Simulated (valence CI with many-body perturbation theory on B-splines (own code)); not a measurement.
From CI to CI+MBPT in Pd XVI

Calculated by valence CI with perturbative core correlation (CI+MBPT): three valence electrons over a frozen Dirac-Fock core [Ar] 3d10, a basis of 11 s, 11 p, 9 d, 7 f, 5 g, 2 h, 1 i functions for each j, with the one-electron correlation potential Σ1, the two-electron term Σ2, the three-electron term Σ3, Breit, model QED; selected CI, second order for the rest (own B-spline code, finite nucleus).

No measured spectrum was set against this ion. As an estimate, levels hold to about 250 cm⁻¹ or 0.2 % of their energy and the worst to 1 %, as in measured heavy ions of charge 2 to 7; those with d or f electrons hold less well.

Each rung adds one term. CI alone is the Dirac-Coulomb CI over the frozen core; QED comes last and gives the full result, which names the levels. Energies are above 4s2 4p 2P°_1/2 on the same rung, in cm⁻¹.

Names give the largest LS component (configuration and term), which can be under half, so a name can repeat, a term be missing and a line seem to break the LS rules; names also repeat where a configuration has a term twice. Letters in brackets count levels of one name in rising energy.

```csv
Level,CI alone
4s2 4p 2P°_3/2,52490
4s 4p2 4P_1/2,259021
4s 4p2 4P_3/2,287164
4s 4p2 4P_5/2,307513
4s 4p2 2D_3/2,354476
4s 4p2 2D_5/2,371353
4s 4p2 2P_1/2,394541
4s 4p2 2S_1/2,445787
4s 4p2 2P_3/2,456009
4s2 4d 2D_3/2,568480
4s2 4d 2D_5/2,577200
4p3 4S°_3/2 [a],651633
4p3 4S°_3/2 [b],683320
4p3 2D°_5/2,685397
4p3 2P°_1/2,731869
4p3 2P°_3/2,761126
```

Q: What do these energies become with core correlation, Breit and QED?

A: 4s2 4p 2P°_3/2 52588 (+98); 4s 4p2 4P_1/2 261791 (+2770); 4s 4p2 4P_3/2 290370 (+3206); 4s 4p2 4P_5/2 310264 (+2752); 4s 4p2 2D_3/2 355003 (+528); 4s 4p2 2D_5/2 372712 (+1358); 4s 4p2 2P_1/2 390294 (-4247); 4s 4p2 2S_1/2 442411 (-3376); 4s 4p2 2P_3/2 450130 (-5880); 4s2 4d 2D_3/2 564084 (-4396); 4s2 4d 2D_5/2 572762 (-4438); 4p3 4S°_3/2 [a] 650041 (-1592); 4p3 4S°_3/2 [b] 682257 (-1062); 4p3 2D°_5/2 686227 (+830); 4p3 2P°_1/2 729656 (-2213); 4p3 2P°_3/2 760172 (-954).

Q: How does the ionisation energy move along the ladder, and which term matters most?

A: CI alone 369.10, + Σ1 370.38, + Σ2 370.18, + Σ3 370.15, + Breit 369.90, + QED 369.91 eV. The largest step is Σ1, 1.29 eV. NIST lists 369.1 ± 0.15 eV (semi-empirical).
